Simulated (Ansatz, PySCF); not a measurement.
TiOCl, SMILES [Ti](=[O])[Cl] (connectivity only; charge and spin as stated), neutral, multiplicity 2. Atoms are numbered in the order given.

```xyz
3

Ti     0.3049    -0.5687     0.0000
O     -0.7012    -1.8221     0.0000
Cl    -0.1252     1.6758     0.0000
```
Charge 0, spin multiplicity 2.

Geometry: PBE0-D3(BJ)/def2-TZVP. The multiplicity is an assumed one; other spin states were not compared.

Two levels are set side by side: PBE-D3(BJ)/def2-TZVP (Ansatz, a quantum-chemistry and plane-wave program) and PBE0-D3(BJ)/def2-TZVP (Ansatz). Each level has its own optimised geometry; the coordinates shown are those of the second. Frequencies come from the Hessian of PySCF at each geometry. Differences are taken from unrounded values.

| quantity | PBE0-D3(BJ) |
|---|---|
| mean bond length (Å) | 1.946 |
| bond Ti1–O2 (Å) | 1.607 |
| bond Ti1–Cl3 (Å) | 2.285 |
| highest harmonic wavenumber (cm⁻¹) | 1063 |
| mean harmonic wavenumber (cm⁻¹) | 526 |
| zero-point energy (kcal/mol) | 2.26 |

**Question.** What does PBE-D3(BJ) give, and how far is it from PBE0-D3(BJ)? (Estimate from the structure and the level; the computed values follow.)

**Answer.** 
```tsv
quantity	PBE-D3(BJ)	PBE-D3(BJ) minus PBE0-D3(BJ)
mean bond length (Å)	1.930	-0.016
bond Ti1–O2 (Å)	1.619	0.012
bond Ti1–Cl3 (Å)	2.241	-0.044
highest harmonic wavenumber (cm⁻¹)	1018	-45
mean harmonic wavenumber (cm⁻¹)	531	5
zero-point energy (kcal/mol)	2.28	0.02
```
